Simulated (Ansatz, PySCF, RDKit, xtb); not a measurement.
Dimer: H3NSe (SMILES N[SeH]) (first 5 atoms) with HF (SMILES F); geometry from B3LYP-D3(BJ)/def2-TZVP, rigid monomers moved along the line of their centres of mass till N1···H7 is 1.55 Å.
(charge 0, multiplicity 1):
```xyz
7

N     -1.001     0.600     0.760
Se    -0.201    -0.947     0.049
H     -0.826     1.398     0.160
H     -2.001     0.468     0.859
H     -0.929    -0.997    -1.240
F      0.059     0.949     3.004
H     -0.338     0.805     2.145
```

| level | interaction energy (meV) | minus CCSD(T)/CBS(aug-cc-pVDZ, aug-cc-pVTZ) | cost |
|---|---|---|---|
| UFF | 17101.5 | 17524.5 | - |
| GFN-FF | -227.5 | 195.6 | - |
| GFN2-xTB | -318.3 | 104.7 | - |
| HF/3-21G (no counterpoise) | -605.8 | -182.7 | - |
| HF/6-31G* | -250.5 | 172.6 | - |
| PBE-D3(BJ)/def2-TZVPPD | -495.9 | -72.8 | ×1 |
| r2SCAN/def2-TZVPPD | -484.1 | -61.1 | ×2 |
| r2SCAN-D4/def2-TZVPPD | -492.6 | -69.6 | ×2 |
| B3LYP-D4/def2-TZVPPD | -470.9 | -47.9 | ×2 |
| wB97M-V/def2-TZVPPD | -437.0 | -14.0 | ×4 |
| MP2/6-31G* (no counterpoise) | -440.4 | -17.3 | - |
| MP2/aug-cc-pVDZ | -370.3 | 52.8 | - |
| CCSD(T)/aug-cc-pVTZ | -401.9 | 21.2 | ×200* |
| CCSD(T)/CBS(aug-cc-pVDZ, aug-cc-pVTZ) | -423.1 | 0.0 | ×200* |

 The comparison column counts from a level with limits of its own.

The rows run from -605.8 (HF/3-21G (no counterpoise)) to 17101.5 meV (UFF). The dispersion term adds -8.5 in r2SCAN-D4.

Monomers are frozen at their geometry in the pair; levels with a basis set take the counterpoise correction. Rows marked so take none. RDKit's UFF carries no charges.

Correlated levels freeze the cores. Filled d and f shells under p-block atoms count as core. CBS(a, b) extrapolates the correlation energy as X⁻³ and adds the Hartree–Fock energy of set b. Rows in 3-21G, 6-31G* carry no dispersion term and start afresh at each structure (6-31G* with six Cartesian d functions); the Pople sets are all-electron and without relativity. MP2/6-31G* freezes PySCF's default core, which leaves 3d correlated.

Programs: Ansatz (an electronic-structure program) with Gaussian orbitals; PySCF for 3-21G rows, 6-31G* rows, the dispersion terms; RDKit for the force fields; xtb for the GFN methods. Each number belongs to the level named beside it.

Costs are rough ratios of core time to PBE/def2-TZVPPD (about 4 s over the structures, on one shared machine); a dash marks a level with no comparable run of its own. A star marks coupled-cluster runs past 200 virtual orbitals, where the program's memory plan changes under this machine's limit, so their costs aren't comparable with smaller runs.
